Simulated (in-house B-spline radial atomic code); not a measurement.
RPA and G0W0 on Hartree-Fock: Tc2+

Configuration [Kr] 4d5, highest spin, mean-field start Hartree-Fock. Computed with an all-electron radial atomic-structure program (B-spline basis): all electrons, non-relativistic, point nucleus, each spin shell either full or empty, empty states to l = 9 with an (l + 1/2)⁻⁴ tail; G0W0 by contour deformation at full frequency.

Without relativity these are model numbers: it shifts the levels of so heavy an element strongly and can reorder them.

Command:
```bash
python run_gw.py task.json out
```
Settings (radii: box in bohr, nucleus in fm):
```
Z                        43
electrons                41
configuration            [Kr] 4d5
hamiltonian              nr
method                   hf
lmax                     9
spin_polarised           True
box_radius               17.55
intervals                53
```

Run time, properties included: 5.6 s on 1 thread of AMD EPYC 7R43 64-Core Processor (shared host).

Energies (hartree):

| term | value |
| --- | --- |
| mean-field total | -4204.09301 |
| Hartree-Fock functional on these orbitals | -4204.09301 |
| direct second order | -3.0815 |
| second-order exchange | 0.89626 |
| SOSEX correction | 0.84586 |

Task: What is the RPA correlation energy, and what remains with SOSEX?

Result: RPA gives -2.7825 hartree (-1.85 eV per electron); RPA + SOSEX gives -1.9367, and the second-order doubles (MP2) -2.1852 hartree. RPA lacks exchange-type terms and so overcorrelates at short range.

Quasi-particle levels (eV):

| level | occupied | mean field | Σx - vxc | Σc | QP weight | G0W0 |
| --- | --- | --- | --- | --- | --- | --- |
| 4d up | yes | -30.46 | 0.00 | ? | ? | ? |
| 4p down | yes | -66.23 | 0.00 | 0.07 | 0.943 | -66.16 |
| 5s up | no | -13.558 | 0.00 | -1.00 | 0.984 | -14.561 |

G0W0 = mean field + (Σx - vxc) + Σc, with Σc (partial-wave tail included) taken at the quasi-particle energy. Only the outer levels were computed. Levels of low weight are left out.

Task: Where does G0W0 put 4d up?

Result: At -30.77 eV, with Σc = -0.31 eV and a quasi-particle weight of 0.960. The tabulated removal energy is 29.550 eV (NIST, semi-empirical); the calculation leaves out relativity, Breit and QED terms, and what these don't explain is the method's own error.
